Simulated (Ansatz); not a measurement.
The cluster NiI2. Charge 0, multiplicity 1. Geometry relaxed at r2SCAN-D4/def2-TZVP.

```
atom   x (Å)   y (Å)   z (Å)
 Ni1  -0.810  -0.051  -0.478
  I2  -0.385  -0.855   1.672
  I3   1.195   0.906  -1.194
```

In the def2 sets I takes a core potential; there is no spin–orbit coupling. The restricted singlet is unstable: a solution with broken spin symmetry lies lower. At PBE0-D4/def2-TZVP a triplet of charge 0 lies 1.23 eV below the restricted singlet, each at its own geometry. The structure comes from a short search, and lower isomers may exist.

Estimate the harmonic wavenumbers at RKS r2SCAN-D4/def2-TZVP (Ansatz, unscaled). Is this a minimum?

54, 258, 302 cm⁻¹. Yes, no mode is imaginary beyond noise. Zero-point energy 3.7 kJ/mol. Hardware: 4 threads of Arm Neoverse V2 on a shared host. Wall time 12 s.
